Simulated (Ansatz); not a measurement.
Computed with Ansatz on PBE0-D4/def2-TZVP structures; ΔE is electronic, products minus reactants. CCSD(T)/CBS is the MP2 limit (def2-TZVPP, def2-QZVPP) plus CCSD(T) − MP2 in def2-TZVPP, frozen cores. This one scheme is used for every species. DFT in def2-TZVPP. B3LYP here is the variant with VWN-RPA as its local correlation; programs differ in this. One conformer a species, not always the lowest.

`COB(C)O[SiH3]` + H–F → `COB(C)F` + `O[SiH3]`  (ligand exchange at a B–O bond)

```
             level  ΔE (kJ/mol)
           PBE0-D4        -11.4
          B3LYP-D4        -11.6
           ωB97X-V        -15.2
            r2SCAN        -18.4
             B3LYP        -22.2
SCS-MP2/def2-TZVPP        -10.9
     HF/def2-QZVPP        -22.3
    MP2/def2-QZVPP         -5.9
```

(1) What does CCSD(T)/CBS give? (Best estimate.)

Largest T1 diagnostic among the species: 0.012.

Answers

(1) Ansatz gave: -7.2 kJ/mol. The listed levels differ from it by -4.2, -4.4, -8.0, -11.2, -15.0, -3.7, -15.1, 1.3 kJ/mol.

In def2-TZVPP, CCSD(T) changes the Hartree–Fock value by +13.3 kJ/mol (the triples alone add +1.9 kJ/mol) and MP2 by +15.5 kJ/mol. The D4 term adds +10.7 kJ/mol with B3LYP and +6.3 kJ/mol with PBE0; it sums over pairs of atoms, weighted by their polarisabilities, and B3LYP, whose exchange is more repulsive, gets the larger term.
